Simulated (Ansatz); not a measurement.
K⁺ ··· SiH4O

The pair of K⁺ (SMILES [K+], atom 1) and SiH4O (SMILES [SiH3]O, atoms 2–7), both closed shells, in one local arrangement (a lower one may exist), relaxed at PBE0-D4/def2-TZVP:

```
7
angstrom
K 0.4666 0.1947 -2.9586
Si -0.3998 -0.2721 0.6415
O 0.7041 0.5225 -0.3557
H -1.1927 0.7082 1.4130
H -1.2416 -0.9762 -0.3610
H 0.3012 -1.2321 1.5203
H 1.3622 1.0550 0.1005
```

Program: Ansatz 0.2.0. Basis: def2-TZVPPD, with def2-QZVPPD for the basis limit. Cores are frozen in the correlated methods. The outer core shell of Li, Na, Mg and K is correlated. The def2 sets are not built for correlating such inner shells, so the correlated values are less sure here. B3LYP uses VWN-RPA correlation. Extrapolation: Hartree–Fock as exp(−7.88 √X), correlation as X^−2.97. Interaction energies count from these two fragments, frozen as in the pair, with the counterpoise correction; negative means bound.

Task: What is the interaction energy by CCSD(T) at an estimated basis limit (MP2 extrapolated from triple and quadruple zeta, plus CCSD(T) − MP2 in triple zeta)? (To be estimated.)

Result: Computed: -72.5 kJ/mol. Hartree–Fock alone gives -68.1 kJ/mol at the basis limit. It counts from the two fragments frozen as in the pair.

The same quantity by other methods in triple zeta, and each one's difference from that estimate:
```
   method  E_int (kJ/mol)  difference
   PBE-D4           -69.8         2.7
revPBE-D4           -64.5         8.0
  BLYP-D4           -69.3         3.2
r2SCAN-D4           -69.5         3.0
   B97M-V           -68.3         4.2
  PBE0-D4           -71.7         0.7
 B3LYP-D4           -72.5         0.0
 HSE06-D4           -71.7         0.8
  wB97X-V           -71.9         0.6
  wB97M-V           -71.7         0.8
   B2PLYP           -69.0         3.5
       HF           -67.3         5.1
      MP2           -68.4         4.0
     CCSD           -68.4         4.1
  CCSD(T)           -68.0         4.5
```
Differences are method less estimate.

Task: Which atoms make the shortest contact between the fragments?

Result: K1 and O3, 2.63 Å apart.

Energy to bend the free fragments (PBE0-D4 minima) into their shapes in the pair, CCSD(T)/def2-TZVPPD: SiH4O 3.2 kJ/mol. This must be added to the interaction energy to get the binding energy from relaxed fragments.

Basis-set superposition shift (counterpoise-corrected less uncorrected): CCSD(T) 4.5; MP2 4.1; HF 0.4; PBE0-D4 0.8; wB97M-V 0.7 kJ/mol.

The T1 diagnostic stays at or below 0.012.

For scale, one of the runs: CCSD(T)/def2-TZVPPD, 192 basis functions (an equivalent command: `ansatz run in.yaml --threads 2`). Time: 40 s of wall clock on 2 CPU threads; the host was shared. Peak host memory: 2.1 GiB.
